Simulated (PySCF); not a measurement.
C$_{3}$H$_{8}$As (SMILES [CH2][As](C)C), doublet, geometry from GFN2-xTB. Base run: TPSS/3-21G (PySCF).

The PySCF input:
```python
from pyscf import gto, scf, dft

mol = gto.Mole()
mol.atom = '''
    C    -0.23006772    1.67305898   -0.47276520
    As   -0.03169729    0.03696667    0.42430225
    C     1.64549136   -0.59278425   -0.41758700
    C    -1.32840602   -1.05317798   -0.59963945
    H     0.57211491    2.39700141   -0.43075230
    H    -1.21209566    2.12078496   -0.53997594
    H     1.86380277   -1.61129755   -0.10217392
    H     2.47309738    0.04712382   -0.11745722
    H     1.54992401   -0.56470278   -1.50126901
    H    -2.33991879   -0.69798679   -0.41209461
    H    -1.11735202   -0.97762798   -1.66455109
    H    -1.26566772   -2.09577580   -0.29375005
'''
mol.basis = '3-21g'
mol.spin = 1
mol.verbose = 4
mol.build()

mf = dft.UKS(mol)
mf.xc = 'tpss'
mf.kernel()
```

Each row names what was changed in the base input (with any setting that the change needs).

```tsv
change	ΔE vs base (mEh)	grid points	electrons on the grid
base	0.000	141248	59.00001
grids.atom_grid = (30, 110)	14.680	29568	58.99817
grids.atom_grid = (150, 974)	0.003	970240	59.00000
grids.level = 4	0.003	241680	59.00000
grids.level = 0	27.132	10672	59.00661
small_rho_cutoff = 0	0.000	141248	59.00001
grids.atom_grid = (50, 194)	-0.126	79048	58.99986
grids.level = 1	0.136	42648	58.99985
grids.level = 5	0.003	361992	59.00000
grids.prune = dft.gen_grid.treutler_prune	-0.001	123776	59.00001
grids.atom_grid = (75, 302)	0.000	174136	58.99999
```

Open shells are given as the SCF converged; they aren't shown to be the lowest states, and a large step between rows can be another state.
